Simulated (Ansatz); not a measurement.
Cost and result for the atomization energy of C₂H₈AlNSi, SMILES `C[C]1(N)[AlH][SiH2]1` (13 atoms, 13 bonds).

```xyz
13

C     0.0720    0.2874   -1.3247
C    -0.3468   -0.1159    0.0921
N    -1.5050   -0.9674    0.0585
Al    0.1671    1.6845    0.6972
Si    1.1987   -0.3239    1.2345
H     0.6059   -0.5094   -1.8606
H    -0.8008    0.5843   -1.9121
H     0.8037    1.1301   -1.3527
H    -1.2873   -1.8760   -0.3420
H    -1.8587   -1.1329    0.9909
H    -0.1794    3.1957    0.3653
H     0.7099   -0.8701    2.5336
H     2.4209   -1.0863    0.8201
```

Total charge 0; spin multiplicity 1. The structure was optimised at the PBE0-D4/def2-TZVP level. It is one conformer, not always the lowest. Program: Ansatz. All runs use 4 threads of an Arm Neoverse V1 on a shared host. Times are those of one run each, without the atoms' runs, and a repeat can differ threefold. Electronic energies, without spin–orbit coupling; frozen cores. CCSD(T)/CBS adds CCSD(T) − MP2 in def2-TZVPP to the MP2 limit, and its time is that of the two runs behind it. T1 = 0.014. B3LYP takes the VWN-RPA correlation (the form of Gaussian; ORCA's B3LYP/G).

CCSD(T)/CBS is a level of theory with its own doubt, some kJ/mol a heavy atom from the limit and from the frozen cores, so smaller differences don't rank the functionals.

```csv
level,functions,wall time
PBE-D4/def2-TZVPP (with forces),289,4.1 s
PBE0-D4/def2-TZVPP,289,4.4 s
r2SCAN-D4/def2-TZVPP (with forces),289,7 s
B3LYP-D4/def2-TZVPP (with forces),289,7 s
B2PLYP/def2-TZVPP,289,8 s
ωB97X-V/def2-TZVPP,289,12 s
ωB97M-V/def2-TZVPP (with forces),289,18 s
MP2/def2-QZVPP,551,35 s
CCSD(T)/def2-TZVPP,289,3.7 min
CCSD(T)/CBS(def2),–,4.3 min
```

(1) What atomization energy does each give, and how far from CCSD(T)/CBS? (Estimate.)

## Answers

(1) The calculation gave: 
```json
{"level": "PBE-D4/def2-TZVPP (with forces)", "atomization (kcal/mol)": "1046.8", "difference from CCSD(T)/CBS": "20.0", "per bond": "1.5"}
{"level": "PBE0-D4/def2-TZVPP", "atomization (kcal/mol)": "1030.7", "difference from CCSD(T)/CBS": "3.9", "per bond": "0.3"}
{"level": "r2SCAN-D4/def2-TZVPP (with forces)", "atomization (kcal/mol)": "1030.4", "difference from CCSD(T)/CBS": "3.6", "per bond": "0.3"}
{"level": "B3LYP-D4/def2-TZVPP (with forces)", "atomization (kcal/mol)": "1026.8", "difference from CCSD(T)/CBS": "0.0", "per bond": "0.0"}
{"level": "B2PLYP/def2-TZVPP", "atomization (kcal/mol)": "1012.1", "difference from CCSD(T)/CBS": "-14.7", "per bond": "-1.1"}
{"level": "ωB97X-V/def2-TZVPP", "atomization (kcal/mol)": "1032.5", "difference from CCSD(T)/CBS": "5.7", "per bond": "0.4"}
{"level": "ωB97M-V/def2-TZVPP (with forces)", "atomization (kcal/mol)": "1030.4", "difference from CCSD(T)/CBS": "3.6", "per bond": "0.3"}
{"level": "MP2/def2-QZVPP", "atomization (kcal/mol)": "1023.4", "difference from CCSD(T)/CBS": "-3.4", "per bond": "-0.3"}
{"level": "CCSD(T)/def2-TZVPP", "atomization (kcal/mol)": "997.6", "difference from CCSD(T)/CBS": "-29.2", "per bond": "-2.2"}
{"level": "CCSD(T)/CBS(def2)", "atomization (kcal/mol)": "1026.8", "difference from CCSD(T)/CBS": "0.0", "per bond": "0.0"}
```

From PBE to PBE0 (25 % exact exchange), in def2-TZVPP and without D4, the atomization energy moves by −15.0 kcal/mol: exact exchange takes away binding that semilocal exchange gives to molecules. In def2-TZVPP, CCSD(T) changes the Hartree–Fock value by +272.9 kcal/mol (the triples alone add +16.5 kcal/mol) and MP2 by +281.4 kcal/mol; breaking electron pairs costs correlation energy, which Hartree–Fock lacks. The D4 term adds +11.9 kcal/mol with B3LYP and +6.2 kcal/mol with PBE0; it sums over pairs of atoms, weighted by their polarisabilities, and B3LYP, whose exchange is more repulsive, gets the larger term.
